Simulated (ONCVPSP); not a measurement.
Varying the ONCV potential for Br

Base potential:

| Quantity | Value |
| --- | --- |
| Element | Br |
| Generator | ONCVPSP 4.0.1 |
| Type | optimised norm-conserving Vanderbilt (ONCV) |
| Functional | LDA (Perdew-Wang 92) |
| Relativity | scalar-relativistic |
| Frozen core | [Ne] 3s2 |
| Valence charge | 23 |
| Reference configuration | 3p6 3d10 4s2 4p4.75 (charge +0.25) |
| Partial waves | 4s: rc 1.50 bohr, ncon 3, nbas 6, qcut 3.7 1/bohr, 2 projectors, debl 2.8 Ha; 3p+4p: rc 1.15 bohr, ncon 4, nbas 8, qcut 9.5 1/bohr, 2 projectors; 3d: rc 0.50 bohr, ncon 4, nbas 8, qcut 22.1 1/bohr, 2 projectors, debl 1.8 Ha |
| Local potential | polynomial inside 0.40 bohr (lpopt 1, dvloc0 0 Ha) |
| Core correction | Teter function, fcfact 5.25, rcfact 1.3 |

In the d channel the program set the typed energies aside and used -2.558, 0.250 Ha.

All-electron outer shells of the reference configuration (LDA (PZ), scalar-relativistic, ld1.x):

```tsv
shell	level (eV)	outermost node (bohr)	outermost maximum (bohr)
2p	-1530.50	–	0.13
3s	-239.82	0.23	0.48
3p	-175.83	0.21	0.48
3d	-69.62	–	0.43
4s	-22.76	0.67	1.41
4p	-10.29	0.70	1.64
```

Cutoffs, loose and tight: the cutoffs (Ha) at which the residual kinetic energy of the hardest occupied pseudo-wave falls to 1 and 0.1 mHa per electron. They do not see the model core or the augmentation charge, which bear on the density cutoff. Test errors are all-electron minus pseudo excitation energies from the reference, over the configurations 3p6 3d10 4s2 4p5; 3p6 3d10 4s2 4p4; 3p6 3d10 4s2 4p3; 3p6 3d9 4s2 4p6. A dash means not determined; rows that change the core or the reference have their own tests.

A true bound ghost makes a file unfit for plane-wave use even where its test errors are small: the radial tests pick states by their node count and pass the ghost by.

| change | outcome | cutoff, loose | cutoff, tight | bound ghosts | GHOST(+) flags above zero | largest test error (meV) |
| --- | --- | --- | --- | --- | --- | --- |
| base | generated, projector energies reset by the program | 622 Ha | 951 Ha | s | s | -73 |
| core correction Teter function, fcfact 1.4, rcfact 1.3 | generated, projector energies reset by the program | 622 Ha | 951 Ha | s | s | -71 |
| core correction Teter function, fcfact 2.3, rcfact 1.3 | generated, projector energies reset by the program | 622 Ha | 951 Ha | s | s | -72 |
| core correction Teter function, fcfact 3.2, rcfact 1.3 | generated, projector energies reset by the program | 622 Ha | 951 Ha | s | s | -72 |
| core correction Teter function, fcfact 4.3, rcfact 1.3 | generated, projector energies reset by the program | 622 Ha | 951 Ha | s | s | -73 |
| core correction Teter function, fcfact 4.8, rcfact 1.3 | generated, projector energies reset by the program | 622 Ha | 951 Ha | s | s | -73 |
| core correction Teter function, fcfact 6, rcfact 1.3 | generated, projector energies reset by the program | 622 Ha | 951 Ha | s | s | -74 |
| core correction Teter function, fcfact 6.7, rcfact 1.3 | generated, projector energies reset by the program | 622 Ha | 951 Ha | s | s | -74 |
| core correction Teter function, fcfact 7.3, rcfact 1.3 | generated, projector energies reset by the program | 622 Ha | 951 Ha | s | s | -75 |

Reading the sweep of the fcfact (base included, trends over the rows without a ghost): Bound ghosts are found at 1.4, 2.3, 3.2, 4.3, 4.8, 5.25, 6, 6.7, 7.3. Every judged row has one, so this setting neither creates nor removes them.
